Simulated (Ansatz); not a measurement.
`O[SiH](O)[AlH2]` + `C[SiH3]` → `C[SiH2][SiH](O)O` + `[AlH3]`  (formal exchange of groups at the Si–Al bond)

Program: Ansatz. Geometries: PBE0-D4/def2-TZVP. ΔE: electronic, gas phase. CCSD(T)/CBS adds triple-zeta CCSD(T) − MP2 to the extrapolated MP2 energy (def2 sets, frozen cores). This one scheme is used for every species. One conformer a species, not always the lowest.

| species | CCSD(T)/CBS(def2) energy (Eh) |
| --- | --- |
| `O[SiH](O)[AlH2]` | -684.51867 |
| `C[SiH3]` | -330.73916 |
| `C[SiH2][SiH](O)O` | -771.47980 |
| `[AlH3]` | -243.78045 |

(1) Work out ΔE.

Largest T1 diagnostic among the species: 0.013.

Answers

(1) ΔE = (-771.47980) + (-243.78045) − (-684.51867) − (-330.73916) = -0.00242 Eh = -1.5 kcal/mol.

From PBE to PBE0 (25 % exact exchange), in def2-TZVPP and without D4, ΔE moves by −0.8 kcal/mol. The D4 term adds −1.3 kcal/mol with B3LYP and −0.8 kcal/mol with PBE0; it sums over pairs of atoms, weighted by their polarisabilities, and B3LYP, whose exchange is more repulsive, gets the larger term.

B3LYP here is the variant with VWN-RPA as its local correlation; programs differ in this.
